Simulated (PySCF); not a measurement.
Input and output of a TDDFT job on `FCCC(F)(F)F` (1,1,1,3-tetrafluoropropane).

The calculation used PySCF 2.14.0, density-fitted response routines, TDDFT PBE0/def2-SVPD, vertical, gas phase, core orbitals frozen in the response.

Input of the driver that calls PySCF (job settings, then Cartesian coordinates in Å):

```
{"job": {"kind": "uv", "xc": "PBE0", "basis": "def2-SVPD", "nstates": 6, "ntriplets": 2}, "charge": 0, "multiplicity": 1}
F      2.4142    -0.2728    -0.1132
C      1.2233     0.3780     0.0528
C      0.0769    -0.6142    -0.1347
C     -1.2597     0.0758     0.0401
F     -1.3963     0.6204     1.2583
F     -2.2848    -0.7698    -0.1202
F     -1.4387     1.0704    -0.8420
H      1.1853     1.1776    -0.6942
H      1.2246     0.8011     1.0626
H      0.1124    -1.0463    -1.1368
H      0.1484    -1.4176     0.6014
```

The self-consistent field part of the output:

```
coarse grid: 10088 points
cycle   1  E = -515.0356567397  dE =  9.315e-01  |g| = 8.868e-01  |ddm| = 3.793e+00
cycle   2  E = -514.8964375561  dE =  1.392e-01  |g| = 1.311e+00  |ddm| = 1.880e+00
cycle   3  E = -515.1725865887  dE = -2.761e-01  |g| = 6.769e-02  |ddm| = 1.110e+00
cycle   4  E = -515.1732622837  dE = -6.757e-04  |g| = 3.429e-02  |ddm| = 9.690e-02
cycle   5  E = -515.1735002642  dE = -2.380e-04  |g| = 6.906e-03  |ddm| = 3.727e-02
cycle   6  E = -515.1735068756  dE = -6.611e-06  |g| = 2.465e-03  |ddm| = 6.896e-03
final grid: 101528 points
cycle   7  E = -515.2407504088  dE = -3.445e-05  |g| = 8.448e-03  |ddm| = 7.046e-02
cycle   8  E = -515.2407379905  dE =  1.242e-05  |g| = 1.215e-02  |ddm| = 1.773e-02
cycle   9  E = -515.2407642286  dE = -2.624e-05  |g| = 7.795e-04  |ddm| = 9.896e-03
cycle  10  E = -515.2407643485  dE = -1.200e-07  |g| = 1.799e-04  |ddm| = 9.585e-04
cycle  11  E = -515.2407643545  dE = -6.019e-09  |g| = 4.682e-05  |ddm| = 2.183e-04
cycle  12  E = -515.2407643549  dE = -3.276e-10  |g| = 1.801e-05  |ddm| = 5.810e-05
converged SCF energy = -515.2407643549
```

Task: What follows in the output?

Result: 
```
Static polarisability (au): isotropic 41.183, principal 38.433 40.082 45.033

Singlet excitations
state   eV       nm        f      main configurations
  1   9.3900    132.0   0.00661   H->L 0.74, H->L+1 0.23
  2   9.6615    128.3   0.00322   H-1->L 0.76, H-1->L+1 0.21
  3   9.7963    126.6   0.00331   H->L+1 0.64, H->L 0.24
  4   9.9803    124.2   0.00684   H-1->L+1 0.68, H-1->L 0.22
  5  10.4470    118.7   0.05239   H->L+2 0.88
  6  10.6032    116.9   0.02056   H->L+3 0.82, H-1->L+2 0.15

Triplet excitations (Tamm-Dancoff, eV): 9.0346 9.3506
```

The SCF starts on a coarse grid; the energy jumps when the final grid takes over, and dE counts afresh there. The run used 184 basis functions and 12 SCF iterations for the ground state.

Time: 27 s of wall time; peak memory 0.75 GiB. Hardware: one thread, Arm Neoverse V2 (aarch64), on a shared host.

Task: What frontier levels and dipole did the ground state of this run have?

Result: HOMO -10.11 eV, LUMO 0.65 eV, dipole 0.55 D.

One conformer (not necessarily the lowest) at the GFN2-xTB geometry, without solvent, vibrations or thermal averaging.
